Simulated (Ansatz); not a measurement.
[M(H2O)6] with several metals: gap (eV) at several levels, gas phase, relaxed structures; Ansatz. Core potentials for Ce, Dy, Er, Eu, Gd, Ho, Nd, Pr, Sm, Tb, Tm, Yb in the def2 sets, no spin–orbit coupling. HOMO and LUMO are taken over both spins. With an open 4f shell the SCF may have ended above the lowest state. Names give formal oxidation states. A dash marks a value that wasn't run or was left out as unsound. The structures are stationary points that may keep the symmetry of their start. Remarks come from the PBE and PBE0 runs and from stability tests at other levels; not every state was tested.

```tsv
species	state	geometry	PBE-D4/def2-SVP	PBE-D4/def2-TZVP	PBE0-D4/def2-SVP	PBE0-D4/def2-TZVP	remarks
[V(H2O)6]2+ (VO6H12²⁺)	quartet	PBE-D4/def2-SVP	2.23	2.19	5.52	5.58	–
[Co(H2O)6]2+ (CoO6H12²⁺)	quartet	r2SCAN-D4/def2-SVP	0.90	0.87	6.24	6.09	–
[Ce(H2O)6]3+ (CeO6H12³⁺)	doublet	PBE-D4/def2-SVP	0.76	0.76	6.11	6.11	–
[Pr(H2O)6]3+ (PrO6H12³⁺)	triplet	PBE0-D4/def2-SVP	0.56	0.56	6.24	–	–
[Nd(H2O)6]3+ (NdO6H12³⁺)	quartet	r2SCAN-D4/def2-SVP	1.46	1.47	6.88	7.01	–
[Sm(H2O)6]3+ (SmO6H12³⁺)	sextet	PBE-D4/def2-SVP	0.49	0.54	4.81	5.00	–
[Eu(H2O)6]3+ (EuO6H12³⁺)	septet	r2SCAN-D4/def2-SVP	0.24	0.27	3.92	4.18	spin-contaminated (⟨S²⟩ up to 12.17)
[Gd(H2O)6]3+ (GdO6H12³⁺)	octet	PBE-D4/def2-SVP	3.47	3.46	9.25	9.22	–
[Tb(H2O)6]3+ (TbO6H12³⁺)	septet	r2SCAN-D4/def2-SVP	0.97	0.99	7.87	7.87	–
[Dy(H2O)6]3+ (DyO6H12³⁺)	sextet	PBE-D4/def2-SVP	0.93	0.94	7.55	7.58	–
[Ho(H2O)6]3+ (HoO6H12³⁺)	quintet	PBE-D4/def2-SVP	1.87	1.87	7.98	8.01	–
[Er(H2O)6]3+ (ErO6H12³⁺)	quartet	PBE-D4/def2-SVP	1.79	1.79	7.60	–	–
[Tm(H2O)6]3+ (TmO6H12³⁺)	triplet	r2SCAN-D4/def2-SVP	0.66	0.67	6.80	6.87	–
[Yb(H2O)6]3+ (YbO6H12³⁺)	doublet	PBE-D4/def2-SVP	0.29	0.32	5.41	5.70	–
```

Q: Estimate the column for r2SCAN-D4/def2-TZVP.

A: [V(H2O)6]2+ (VO6H12²⁺) 3.37; [Co(H2O)6]2+ (CoO6H12²⁺) 2.03; [Ce(H2O)6]3+ (CeO6H12³⁺) 1.47; [Pr(H2O)6]3+ (PrO6H12³⁺) 1.40; [Nd(H2O)6]3+ (NdO6H12³⁺) 3.00; [Sm(H2O)6]3+ (SmO6H12³⁺) 1.56; [Eu(H2O)6]3+ (EuO6H12³⁺) 0.83; [Gd(H2O)6]3+ (GdO6H12³⁺) 5.90; [Tb(H2O)6]3+ (TbO6H12³⁺) 1.97; [Dy(H2O)6]3+ (DyO6H12³⁺) 2.21; [Ho(H2O)6]3+ (HoO6H12³⁺) 4.20; [Er(H2O)6]3+ (ErO6H12³⁺) 4.43; [Tm(H2O)6]3+ (TmO6H12³⁺) 2.24; [Yb(H2O)6]3+ (YbO6H12³⁺) 1.38.
